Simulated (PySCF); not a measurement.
thiourea (CH4N2S), SMILES NC(=S)N.

The structure is a stationary point at B3LYP-D3(BJ)/def2-SVP. The values are those of a single conformer.

All values below come from TDA-PBE/def2-SVPD (PySCF).

Vertical excitations. The molecule is in vacuum. State labels are in the subgroup C2.

```tsv
state	symmetry	energy (eV)	λ (nm)	f	main pairs
S1	A	3.74	332	0.000	HOMO→LUMO 99 %
S2	B	4.41	281	0.041	HOMO→LUMO+1 100 %
S3	B	4.84	256	0.003	HOMO−1→LUMO+1 100 %
S4	A	5.17	240	0.135	HOMO−1→LUMO 66 %, HOMO→LUMO+3 27 %
S5	B	5.71	217	0.027	HOMO→LUMO+2 96 %
S6	A	5.98	207	0.126	HOMO→LUMO+3 50 %, HOMO−1→LUMO+3 32 %, HOMO−1→LUMO 11 %
S7	B	6.10	203	0.012	HOMO−1→LUMO+2 99 %
S8	A	6.10	203	0.063	HOMO−1→LUMO+3 65 %, HOMO→LUMO+3 19 %
S9	B	6.36	195	0.019	HOMO→LUMO+4 93 %
S10	A	6.44	192	0.102	HOMO→LUMO+5 89 %
T1	A	3.46	358	0	HOMO→LUMO 96 %
T2	A	3.63	341	0	HOMO−1→LUMO 96 %
T3	B	4.32	287	0	HOMO→LUMO+1 100 %
T4	B	4.76	261	0	HOMO−1→LUMO+1 100 %
```
Triplets are in the Tamm–Dancoff approximation.
